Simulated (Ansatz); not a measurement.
**Which is lower?**

The two ends of one reaction step of SiH₆SeO, singlet (PBE0-D4/def2-TZVP).

A:

```
9
angstrom
Si -1.2548 -0.9389 0.3257
O -0.4742 0.4976 0.5775
H -2.6014 -0.7217 -0.2685
H -0.3964 -1.6960 -0.6116
H -1.4212 -1.6922 1.5976
H 1.5626 0.8794 -0.1869
Se 2.9508 0.9911 -0.6591
H -0.8773 1.1343 1.1690
H 2.5118 1.5463 -1.9437
```

B:

Si1  (-0.531, -0.895, -0.753)
O2  (0.507, 0.575, 2.167)
H3  (-1.069, -1.468, -2.013)
H4  (-0.073, -1.974, 0.149)
H5  (-1.572, -0.056, -0.116)
H6  (0.913, 0.883, 1.347)
Se7  (1.348, 0.341, -1.203)
H8  (-0.127, 1.256, 2.403)
H9  (0.604, 1.340, -1.982)
(Å)

Computed with Ansatz 0.2.0 (basis: def2-TZVPP); correlated methods freeze the cores. Filled d shells of the heavier atoms are correlated. The def2 sets are not built for correlating such inner shells, so the correlated values are less sure here. B3LYP uses VWN-RPA correlation.

Question: Which structure is lower at CCSD(T), and by how much? (Judge from chemistry; the value comes from the calculation.)

Answer: Computed: A, by 22.6 kJ/mol (electronic energy, against the other). By their contacts, A is a complex of SiH₄O ([OH][SiH3]) + H₂Se and B is a complex of SiH₄Se ([SiH3][SeH]) + H₂O.

All methods give the same order:

```json
{"method": "SPW92", "E(B) − E(A) (kJ/mol)": "11.7"}
{"method": "PBE-D4", "E(B) − E(A) (kJ/mol)": "7.8"}
{"method": "BLYP-D4", "E(B) − E(A) (kJ/mol)": "21.4"}
{"method": "r2SCAN-D4", "E(B) − E(A) (kJ/mol)": "17.9"}
{"method": "B97M-V", "E(B) − E(A) (kJ/mol)": "25.1"}
{"method": "PBE0-D4", "E(B) − E(A) (kJ/mol)": "10.4"}
{"method": "B3LYP-D4", "E(B) − E(A) (kJ/mol)": "22.9"}
{"method": "r2SCAN0-D4", "E(B) − E(A) (kJ/mol)": "17.7"}
{"method": "BHLYP-D4", "E(B) − E(A) (kJ/mol)": "26.3"}
{"method": "CAM-B3LYP-D4", "E(B) − E(A) (kJ/mol)": "30.0"}
{"method": "wB97X-V", "E(B) − E(A) (kJ/mol)": "21.6"}
{"method": "wB97M-V", "E(B) − E(A) (kJ/mol)": "20.4"}
{"method": "B2PLYP", "E(B) − E(A) (kJ/mol)": "26.9"}
{"method": "PBE-QIDH", "E(B) − E(A) (kJ/mol)": "16.7"}
{"method": "RPA on PBE", "E(B) − E(A) (kJ/mol)": "26.5"}
{"method": "HF", "E(B) − E(A) (kJ/mol)": "39.7"}
{"method": "MP2", "E(B) − E(A) (kJ/mol)": "20.4"}
{"method": "CCSD", "E(B) − E(A) (kJ/mol)": "25.3"}
{"method": "CCSD(T)", "E(B) − E(A) (kJ/mol)": "22.6"}
```

T1 diagnostic: at most 0.010.

Labels in which every atom is bracketed show which atoms are joined, not bond orders.

For scale, one of the runs: CCSD(T)/def2-TZVPP, 205 basis functions, launched by `ansatz run in.yaml --threads 4 --pin off --events-out ev --progress --plain --max-ram 9574MiB`. Time: 90 s of wall clock on 4 CPU threads of an Arm Neoverse V1; the host was shared. Peak host memory: 2.6 GiB.
